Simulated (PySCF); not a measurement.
## Working out the ionisation energy of Kr⁺

Kr⁺ [Ar] 3d10 4s2 4p5 (2P) → Kr²⁺ [Ar] 3d10 4s2 4p4 (3P). Calculation: PySCF 2.14, in x2c-TZVPPall with one added diffuse shell each of s, p, d type (7s6p5d1f, 57 functions); scalar relativity by spin-free X2C-1e. Frozen: [Ne]. Energies in hartree (1 hartree = 27.21139 eV):

| part | Kr⁺ (lower) | Kr²⁺ (upper) |
| --- | --- | --- |
| UHF | -2787.700038 | -2786.846091 |
| MP2 opposite-spin | -0.220364 | -0.196477 |
| MP2 same-spin | -0.098569 | -0.090038 |

**Question.** What does Hartree-Fock give?

**Answer.** (-2786.846091) − (-2787.700038) = 0.853947 hartree = 23.237 eV.

**Question.** What do MP2 and SCS-MP2 (6/5 opposite-spin, 1/3 same-spin) give?

**Answer.** The opposite-spin parts differ by 0.650 eV and the same-spin parts by 0.232 eV. MP2: 23.237 + (0.650) + (0.232) = 24.119 eV. SCS-MP2: 23.237 + 1.2 × (0.650) + (0.232)/3 = 24.094 eV.

A first-order spin-orbit estimate adds -0.024 eV to MP2 (valence and next inner shell), giving 24.095 eV against 24.360 eV (measured; NIST Atomic Spectra Database, ionization energies).

What remains against the reference includes basis incompleteness, the frozen core and correlation beyond second order.
